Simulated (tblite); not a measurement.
Isomers of C4H11N2PSi. Computed values, GFN2-xTB/tblite, gas phase, harmonic and unscaled. This tight-binding method is rough: wavenumbers can miss measured ones by several per cent, in bad cases by 10 to 20. Modes of hydrogen on phosphorus and silicon can be 10 to 20 % off. One conformer each.

Electronic energies: GFN2-xTB at the same geometries; isomer energies are rough at this level and their order can be wrong.

```json
{"SMILES": "CN1C=CN(C)P1[SiH3]", "electronic energy, lowest = 0 (kcal/mol)": "0.0"}
{"SMILES": "CN(C)P1(=N[SiH3])C=C1", "electronic energy, lowest = 0 (kcal/mol)": "52.5"}
{"SMILES": "C[C@H](C#N)CN[SiH2]P", "electronic energy, lowest = 0 (kcal/mol)": "17.5"}
```

**Question.** How do GFN2-xTB zero-point energies change the relative energies?

**Answer.** 
```csv
SMILES,ZPE (kcal/mol),of it from modes above 1550 cm⁻¹,electronic (kcal/mol),"with ZPE, lowest = 0 (kcal/mol)",lowest mode (cm⁻¹),rings
CN1C=CN(C)P1[SiH3],89.0,46.4,0.0,0.0,57,1
C[C@H](C#N)CN[SiH2]P,89.0,47.0,17.5,17.5,33,0
CN(C)P1(=N[SiH3])C=C1,87.6,43.8,52.5,51.1,40,1
```

The zero-point energies span 1.4 kcal/mol, from `CN(C)P1(=N[SiH3])C=C1` to `C[C@H](C#N)CN[SiH2]P`. The order is unchanged.

**Question.** What do entropy and thermal enthalpy add at 298.15 K and 1 bar (rigid rotor, harmonic oscillator, one conformer each)?

**Answer.** 
```
               SMILES  point group  symmetry number  S (cal/(mol K))  H − H(0) (kcal/mol)  ZPE + H − H(0) − TS (kcal/mol)
   CN1C=CN(C)P1[SiH3]           Cs                1            105.9                 7.91                            65.3
 C[C@H](C#N)CN[SiH2]P           C1                1            109.6                 8.01                            64.4
CN(C)P1(=N[SiH3])C=C1           C1                1            109.2                 8.18                            63.2
```
